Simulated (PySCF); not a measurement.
## Absolute configuration from chiroptical data

Theory: PySCF, TDDFT PBE0/def2-SVPD circular dichroism and optical rotation, one conformer, gas phase. Geometry: GFN2-xTB.

States above about 6.7 eV lie in this functional's continuum (it starts at minus the energy of the highest occupied orbital, well below the true ionisation energy for most functionals) and depend on the basis.

Values for one enantiomer of C6H8OS, R in 10⁻⁴⁰ esu² cm² (velocity form):
```
λ (nm)      f      R
   280  0.005   +1.0
   229  0.012   +6.2
   213  0.018   -0.8
   201  0.010   +6.2
   196  0.075  +35.5
   192  0.053  -92.8
   185  0.006   -0.5
   183  0.018   -8.2
   182  0.032   +6.2
   177  0.006   +7.7
   176  0.012   -3.5
   174  0.024   +2.1
```

[α] at 589.3 nm: +66 deg dm⁻¹ (g/mL)⁻¹ (origin-invariant length gauge).

Problem. Which structure gives these signs?
A. O=[S@]1C=C[C@H]2C[C@@H]1C2
B. O=[S@@]1C=C[C@H]2C[C@@H]1C2

Solution. A. Its CIP labels in SMILES order are R, S, S; the other enantiomer gives every sign reversed.

The signs above follow by mirror symmetry from the run on the other enantiomer. Geometry of O=[S@@]1C=C[C@H]2C[C@@H]1C2 as run:
```xyz
16

O     0.321    2.684    0.815
S     0.339    1.326    1.367
C     1.658    0.464    0.450
C     1.414   -0.485   -0.436
C     0.007   -0.897   -0.720
C    -0.752   -1.088    0.612
C    -1.058    0.405    0.557
C    -0.844    0.372   -0.951
H     2.643    0.832    0.685
H     2.215   -0.967   -0.981
H    -0.057   -1.693   -1.460
H    -1.644   -1.704    0.508
H    -0.163   -1.436    1.460
H    -1.990    0.792    0.963
H    -1.761    0.169   -1.500
H    -0.338    1.235   -1.382
```
